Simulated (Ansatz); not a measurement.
Born–Oppenheimer molecular dynamics of C₂H₆BF₂N (12 atoms, charge 0, multiplicity 1). It starts at the highest image of a converged band. Of that band: Neighbouring images differ by up to 2.1 eV, so the band resolves the path poorly. A vibrational analysis at the climbing image gives one clearly imaginary mode, 681i cm⁻¹: a first-order saddle point.

Method: RKS B3LYP-D4/def2-SVP in Ansatz 0.2.0.

| Quantity | Value |
| --- | --- |
| ensemble | NVE (velocity Verlet) |
| time step | 0.5 fs |
| steps asked | 200 |
| starting velocities drawn for | 300 K |
| seed | 2574 |

Frames 5 fs apart, positions in Å, forces in eV/Å.

Velocities at 0 fs (Å/ps):

```
B -6.40 3.70 2.02
N -5.42 4.93 1.33
C 2.60 1.08 -1.06
C 3.12 -10.03 6.01
H 9.08 0.40 -16.84
F 4.38 -2.09 -2.64
F -2.65 1.44 0.45
H 20.66 -4.82 4.80
H 20.61 -8.39 -23.01
H 10.75 17.96 -0.60
H 4.13 -9.59 -15.83
H -22.10 15.07 -6.32
```

```xyz
12
Properties=species:S:1:pos:R:3:forces:R:3 time_fs=0 energy_less_start_eV=0.000 T=300
B 0.122 0.342 1.280 0.00 0.00 0.03
N 0.571 -0.081 -0.236 0.01 0.02 0.00
C 0.047 0.686 -1.358 -0.01 0.00 0.00
C 0.000 -1.228 0.092 0.00 -0.01 -0.01
H -0.715 -0.644 1.579 0.01 0.01 0.00
F 1.164 0.332 2.152 -0.02 0.00 -0.01
F -0.628 1.481 1.190 0.00 -0.01 0.00
H -0.904 0.274 -1.746 0.00 0.00 0.00
H -0.122 1.724 -1.044 0.00 0.00 0.00
H 0.784 0.686 -2.176 0.00 0.00 0.00
H 0.541 -1.933 0.733 0.00 0.00 0.00
H -0.861 -1.640 -0.466 0.00 0.00 0.00
12
Properties=species:S:1:pos:R:3:forces:R:3 time_fs=5 energy_less_start_eV=0.203 T=144
B 0.097 0.360 1.288 1.51 -0.38 -0.63
N 0.545 -0.061 -0.227 0.52 -1.19 0.76
C 0.067 0.687 -1.365 0.25 0.08 -0.15
C 0.009 -1.266 0.113 -0.51 2.25 -0.91
H -0.688 -0.666 1.519 -0.26 -0.38 0.39
F 1.184 0.322 2.139 -0.79 0.13 -0.18
F -0.642 1.489 1.192 -0.29 0.11 0.27
H -0.860 0.240 -1.756 -0.22 0.24 -0.28
H -0.052 1.752 -1.120 -0.47 -0.09 0.39
H 0.826 0.747 -2.168 -0.03 -0.56 0.01
H 0.581 -2.011 0.688 -0.18 0.21 0.01
H -0.909 -1.569 -0.455 0.48 -0.43 0.32
12
Properties=species:S:1:pos:R:3:forces:R:3 time_fs=10 energy_less_start_eV=0.154 T=181
B 0.102 0.369 1.282 1.33 -0.43 -0.97
N 0.528 -0.059 -0.206 0.61 -0.31 0.25
C 0.090 0.690 -1.374 -0.66 0.01 0.05
C 0.010 -1.264 0.120 -0.41 1.40 0.38
H -0.704 -0.756 1.531 0.20 0.11 -0.05
F 1.195 0.313 2.123 -1.00 0.20 -0.07
F -0.659 1.497 1.199 -0.07 -0.47 0.49
H -0.851 0.260 -1.817 0.39 0.32 0.16
H -0.076 1.759 -1.114 -0.09 -0.51 0.07
H 0.865 0.695 -2.158 0.05 -0.22 0.03
H 0.587 -2.042 0.652 -0.06 0.38 0.03
H -0.890 -1.597 -0.402 -0.29 -0.47 -0.35
12
Properties=species:S:1:pos:R:3:forces:R:3 time_fs=15 energy_less_start_eV=0.132 T=199
B 0.136 0.370 1.255 0.43 0.65 -1.07
N 0.520 -0.060 -0.182 0.48 1.21 -1.07
C 0.105 0.689 -1.382 0.47 -0.69 0.58
C -0.003 -1.237 0.131 -1.96 -1.33 0.85
H -0.684 -0.833 1.533 0.19 0.12 -0.50
F 1.193 0.307 2.107 -0.62 0.21 0.32
F -0.677 1.499 1.211 0.44 -1.26 0.54
H -0.801 0.327 -1.863 -0.59 -0.57 -0.04
H -0.127 1.704 -1.080 0.33 0.64 -0.08
H 0.907 0.599 -2.137 -0.06 0.46 0.13
H 0.591 -2.005 0.634 0.29 -0.03 0.22
H -0.889 -1.707 -0.400 0.59 0.59 0.12
12
Properties=species:S:1:pos:R:3:forces:R:3 time_fs=20 energy_less_start_eV=-0.221 T=472
B 0.180 0.388 1.204 0.30 2.26 -1.55
N 0.522 -0.044 -0.175 0.37 1.09 -1.11
C 0.123 0.679 -1.380 -0.78 0.22 0.39
C -0.046 -1.230 0.165 0.18 -1.15 3.33
H -0.625 -0.898 1.412 -0.10 -0.65 -1.15
F 1.184 0.303 2.094 -0.55 -0.01 0.61
F -0.689 1.485 1.230 0.64 -1.65 0.65
H -0.819 0.299 -1.888 0.66 0.03 0.56
H -0.102 1.734 -1.077 0.39 -0.50 -0.50
H 0.945 0.596 -2.102 -0.03 0.40 -0.26
H 0.641 -1.964 0.650 -0.24 -0.01 -0.45
H -0.816 -1.726 -0.405 -0.85 -0.03 -0.51
12
Properties=species:S:1:pos:R:3:forces:R:3 time_fs=25 energy_less_start_eV=-1.046 T=1110
B 0.235 0.457 1.120 1.61 3.78 -0.49
N 0.529 -0.011 -0.184 0.07 -0.46 0.79
C 0.133 0.669 -1.372 1.15 0.21 -0.57
C -0.093 -1.250 0.248 1.57 -2.29 -4.12
H -0.622 -1.097 1.096 -2.85 0.32 3.81
F 1.166 0.300 2.089 -1.26 -0.27 0.12
F -0.694 1.451 1.257 0.38 -1.14 0.67
H -0.755 0.254 -1.823 -0.73 -0.20 -0.43
H -0.007 1.721 -1.163 -0.47 0.67 0.19
H 0.963 0.674 -2.113 -0.31 -0.32 -0.06
H 0.673 -1.959 0.575 0.07 -0.68 -0.38
H -0.846 -1.705 -0.468 0.76 0.39 0.47
12
Properties=species:S:1:pos:R:3:forces:R:3 time_fs=30 energy_less_start_eV=-1.274 T=1287
B 0.321 0.599 1.030 1.07 0.90 2.99
N 0.538 0.015 -0.183 -0.12 -2.26 0.60
C 0.154 0.667 -1.375 -1.31 0.98 -1.36
C -0.124 -1.303 0.294 -0.62 -0.20 0.42
H -0.980 -1.293 1.217 2.61 0.45 -1.85
F 1.134 0.293 2.085 -0.76 0.38 -0.56
F -0.694 1.405 1.292 -0.24 0.68 0.20
H -0.774 0.199 -1.812 0.51 0.58 0.07
H -0.003 1.778 -1.224 -0.35 -0.88 0.17
H 0.932 0.686 -2.151 0.25 -0.58 -0.16
H 0.680 -2.066 0.432 -0.69 0.33 0.42
H -0.775 -1.628 -0.496 -0.36 -0.38 -0.95
12
Properties=species:S:1:pos:R:3:forces:R:3 time_fs=35 energy_less_start_eV=-1.194 T=1220
B 0.429 0.761 0.998 -0.58 -2.57 2.20
N 0.545 0.006 -0.171 -0.33 -0.96 0.59
C 0.160 0.677 -1.403 0.22 -1.42 -0.44
C -0.163 -1.363 0.323 0.21 1.12 -4.48
H -0.919 -1.374 1.115 0.34 0.67 0.44
F 1.093 0.292 2.075 0.50 0.91 -0.04
F -0.697 1.366 1.330 -0.24 1.81 -0.12
H -0.742 0.239 -1.814 -0.67 -0.29 -0.36
H -0.079 1.717 -1.240 0.05 0.84 0.15
H 0.932 0.581 -2.204 -0.15 0.17 0.39
H 0.581 -2.147 0.374 0.45 -0.21 0.65
H -0.721 -1.605 -0.639 0.20 -0.06 1.02
12
Properties=species:S:1:pos:R:3:forces:R:3 time_fs=40 energy_less_start_eV=-0.526 T=706
B 0.521 0.868 1.013 -3.52 -4.66 0.05
N 0.547 -0.019 -0.150 -0.47 0.66 -0.22
C 0.160 0.667 -1.438 -1.49 -0.98 1.25
C -0.182 -1.402 0.267 1.72 2.19 1.10
H -0.859 -1.298 1.207 0.85 0.09 -1.66
F 1.059 0.301 2.065 1.95 0.71 1.36
F -0.702 1.349 1.367 0.76 2.10 -0.61
H -0.793 0.249 -1.868 0.49 0.01 0.28
H -0.129 1.743 -1.238 0.75 -0.68 -0.34
H 0.926 0.504 -2.197 0.31 0.49 -0.23
H 0.540 -2.232 0.456 -0.06 0.66 -0.01
H -0.676 -1.619 -0.642 -1.29 -0.60 -0.98
12
Properties=species:S:1:pos:R:3:forces:R:3 time_fs=45 energy_less_start_eV=-0.436 T=637
B 0.538 0.876 1.032 -4.62 -4.41 -0.93
N 0.539 -0.036 -0.134 -0.68 0.93 -1.64
C 0.140 0.634 -1.452 1.08 -1.34 1.09
C -0.161 -1.401 0.195 -1.16 2.41 1.27
H -0.817 -1.191 1.185 0.83 -0.57 -2.30
F 1.049 0.319 2.073 2.62 0.18 2.18
F -0.698 1.359 1.396 1.07 2.01 -0.89
H -0.785 0.238 -1.883 -0.21 -0.30 0.01
H -0.036 1.691 -1.290 0.00 0.65 0.13
H 0.956 0.531 -2.208 -0.37 0.02 0.25
H 0.509 -2.195 0.540 0.47 -0.05 -0.51
H -0.815 -1.724 -0.700 0.97 0.47 1.34
12
Properties=species:S:1:pos:R:3:forces:R:3 time_fs=50 energy_less_start_eV=-1.275 T=1282
B 0.459 0.788 1.034 -2.48 -2.78 0.56
N 0.522 -0.036 -0.145 -0.48 0.54 -2.08
C 0.135 0.582 -1.443 0.55 1.08 0.76
C -0.137 -1.360 0.133 2.44 0.66 0.79
H -0.771 -1.140 0.925 -1.68 -0.03 2.19
F 1.070 0.340 2.105 1.64 0.22 0.69
F -0.681 1.393 1.413 0.36 1.49 -0.90
H -0.799 0.176 -1.883 0.17 0.17 0.21
H 0.066 1.701 -1.326 -0.53 -0.66 0.15
H 0.938 0.554 -2.189 0.22 -0.71 -0.28
H 0.559 -2.138 0.507 0.00 0.17 -0.47
H -0.813 -1.760 -0.585 -0.20 -0.13 -1.63
12
Properties=species:S:1:pos:R:3:forces:R:3 time_fs=55 energy_less_start_eV=-1.460 T=1430
B 0.326 0.640 1.051 0.91 0.04 2.48
N 0.496 -0.029 -0.187 0.05 -0.10 0.50
C 0.144 0.545 -1.424 0.28 0.86 -1.79
C -0.086 -1.306 0.084 -3.51 -1.18 2.20
H -0.980 -1.130 1.010 2.34 -1.04 -1.99
F 1.111 0.363 2.146 -0.38 -0.07 -1.46
F -0.660 1.446 1.420 -0.25 0.48 -0.87
H -0.796 0.139 -1.846 0.04 0.18 0.08
H 0.057 1.626 -1.327 -0.32 0.51 0.02
H 0.937 0.432 -2.204 -0.24 -0.29 0.22
H 0.635 -2.068 0.385 0.07 -0.26 0.34
H -0.774 -1.769 -0.699 1.03 0.87 0.27
```

Of the whole run (100 fs, mean temperature of the second half 1269 K): The conserved energy stayed within 0.48 meV per atom of its start (net change 0.048 meV per atom), so the integration is sound. The kinetic energy rose, since the run started high on the potential surface and went downhill. A run of 0.1 ps of so small a system gives no equilibrium averages. The orbitals stay closed-shell, which can raise the energy where a bond breaks towards radicals; this wasn't checked here.

Time of the run: 6.3 min on 2 threads of Intel(R) Xeon(R) 6975P-C (Granite Rapids) (shared host), peak memory 0.28 GiB.
